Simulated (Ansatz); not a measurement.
AlFH$_{2}$OTe (`[OH][Al]([F])[TeH]`). The species carries charge 0 and has multiplicity 1. Te takes the def2 core potential.

```xyz
6

O     0.371    0.863    1.297
Al   -0.282   -0.484    0.530
F    -0.942   -1.656    1.472
Te   -0.347   -0.886   -1.949
H     0.781    1.599    0.847
H     0.418    0.565   -2.198
```

Question: List the harmonic frequencies (cm⁻¹, unscaled) at PBE0-D4/def2-TZVP in Ansatz. (Best estimate.)

Answer: Computed: 126, 178, 186, 231, 303, 340, 513, 599, 793, 944, 2151, 3973.

Question: Is this a minimum?

Answer: Yes, all 12 modes are real.

Question: Give the ideal-gas thermochemistry at 298.15 K and 1 bar (rigid rotor, harmonic oscillator; point group Cs, symmetry number 1).

Answer: Zero-point energy 61.8 kJ/mol; H(298) − E = 81.4 kJ/mol; entropy 348.0 J/(mol·K), of which translation 174.4, rotation 117.0, vibration 56.5; G(298) − E = -22.4 kJ/mol.

Question: And at 400, 500, 600, 800 and 1000 K?

Answer: 
| T (K) | H − E (kJ/mol) | S (J/mol/K) | G − E (kJ/mol) |
| --- | --- | --- | --- |
| 400 | 91.2 | 376.3 | -59.3 |
| 500 | 101.5 | 399.3 | -98.1 |
| 600 | 112.3 | 418.9 | -139.1 |
| 800 | 134.7 | 451.1 | -226.2 |
| 1000 | 157.9 | 477.0 | -319.1 |
